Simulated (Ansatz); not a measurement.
Two isomers of C2H6F2Si2: A = `F[SiH2]/C=C\[SiH2]F`, B = `C=C[SiH](F)[SiH2]F`.

Gas-phase electronic energies from Ansatz, PBE0-D4/def2-TZVP geometries. CCSD(T)/CBS adds triple-zeta CCSD(T) − MP2 to the extrapolated MP2 energy (def2 sets, frozen cores). Functionals use def2-TZVPP. B3LYP here is the variant with VWN-RPA as its local correlation; programs differ in this. Each species was taken in one conformer, which may not be the lowest.

A:

Z-matrix (Å, degrees):
```
Si
C 1 1.871
F 1 1.606 2 104.4
H 1 1.480 2 113.0 3 115.8
H 1 1.480 2 113.0 3 -115.8
C 2 1.338 1 129.3 3 179.6
H 2 1.093 1 113.1 3 -0.3
Si 6 1.849 2 124.3 1 0.1
H 6 1.091 2 118.3 1 -180.0
F 8 1.608 6 106.4 2 0.4
H 8 1.483 6 112.2 2 -117.6
H 8 1.483 6 112.1 2 118.4
```

B:

Z-matrix (Å, degrees):
```
Si
C 1 1.849
Si 1 2.357 2 111.4
F 1 1.609 2 108.4 3 -117.8
H 1 1.488 2 110.9 3 124.0
C 2 1.331 1 122.7 3 112.4
H 2 1.089 1 118.5 3 -66.5
F 3 1.610 1 107.5 2 56.1
H 3 1.486 1 111.4 2 -62.0
H 3 1.487 1 112.9 2 174.8
H 6 1.086 2 122.1 1 -179.4
H 6 1.086 2 121.6 1 1.0
```

Question: Which isomer does CCSD(T)/CBS put lower? Give the gap. (Estimate.)

Answer: The calculation gave: A, by 3.9 kcal/mol.

Question: Give E(B) − E(A) in kcal/mol with MP2/def2-TZVPP, B3LYP, CCSD/def2-TZVPP, CCSD(T)/def2-TZVPP, ωB97M-V, B3LYP-D4, PBE0-D4. (Best estimate.)

Answer: Computed: MP2/def2-TZVPP 5.6, B3LYP 2.4, CCSD/def2-TZVPP 4.1, CCSD(T)/def2-TZVPP 4.2, ωB97M-V 5.0, B3LYP-D4 3.2, PBE0-D4 1.7. None reverses the order clearly.

Largest T1 diagnostic: 0.012.

The D4 term adds +0.8 kcal/mol with B3LYP and +0.4 kcal/mol with PBE0; it sums over pairs of atoms, weighted by their polarisabilities, and B3LYP, whose exchange is more repulsive, gets the larger term. From PBE to PBE0 (25 % exact exchange), in def2-TZVPP and without D4, E(B) − E(A) moves by +0.9 kcal/mol.
